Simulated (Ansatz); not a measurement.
Reaction (homolysis of the O–Si bond): `CO[SiH](C)Cl` → `C[O]`• + `C[SiH]Cl`•

Calculated with Ansatz (gas phase, PBE0-D4/def2-TZVP geometries, no zero-point term in ΔE). CCSD(T)/CBS is the MP2 limit (def2-TZVPP, def2-QZVPP) plus CCSD(T) − MP2 in def2-TZVPP, frozen cores. Functionals use def2-TZVPP. HSE06 is defined as in plane-wave codes. No spin–orbit coupling; open shells (•) take unrestricted orbitals. One conformer a species, not always the lowest.

CCSD(T)/CBS gives +518.9 kJ/mol.

(1) Another level gave +472.7 kJ/mol. Which?
A. r2SCANh-D4/def2-TZVPP
B. HSE06-D4/def2-TZVPP
C. CCSD/def2-TZVPP
D. LC-ωPBE/def2-TZVPP

Largest T1 diagnostic among the species: 0.019.

## Answers

(1) A. r2SCANh-D4 472.7, LC-ωPBE 484.1, HSE06-D4 477.6, CCSD/def2-TZVPP 494.8 kJ/mol.

At CCSD(T), def2-SVP lies −41.3 kJ/mol from the extrapolated value and def2-TZVPP −15.0 kJ/mol: correlation converges slowly with the basis, and small sets miss more of it in the bonded molecule than in its fragments. Leaving LDA and LC-ωPBE aside and taking each functional with its dispersion term where it has one, the values, not all of them listed here, spread over 48.5 kJ/mol, from revPBE-D4 to ωB97M-V. LDA lies +76.4 kJ/mol from PBE without D4, its usual overbinding. From BLYP to BHLYP (50 % exact exchange), in def2-TZVPP and without D4, ΔE moves by +20.6 kJ/mol.
